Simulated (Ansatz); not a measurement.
C$_{2}$H$_{7}$BrInN (`C[N](C)[InH][Br]`). Total charge 0; spin multiplicity 1. Correlated methods include outer-core shells of Br, In, which these sets cover unevenly. Scalar relativity is left out up to krypton. In: def2 effective core potential.

| atom | x (Å) | y (Å) | z (Å) |
| --- | --- | --- | --- |
| C1 | 1.072 | -0.688 | 0.815 |
| N2 | 0.065 | -0.035 | 0.021 |
| C3 | -1.095 | 0.351 | 0.781 |
| In4 | 0.274 | 0.292 | -1.938 |
| Br5 | -1.720 | 1.442 | -2.853 |
| H6 | 1.938 | -0.968 | 0.209 |
| H7 | 0.687 | -1.606 | 1.285 |
| H8 | 1.433 | -0.038 | 1.627 |
| H9 | -1.834 | 0.842 | 0.145 |
| H10 | -0.830 | 1.048 | 1.590 |
| H11 | -1.577 | -0.521 | 1.248 |
| H12 | 1.587 | -0.118 | -2.931 |

Q: Give the diagnostics of a CCSD(T)/def2-TZVPP run (frozen core, Ansatz). (Estimate.)

A: Ansatz gave: T1 = 0.0137, largest single amplitude 0.050, largest double 0.026, (T) share of the correlation energy 3.6 %, 10 CCSD cycles. The RHF solution is stable towards an unrestricted one. T1 lies under the customary mark of 0.02 for closed shells.
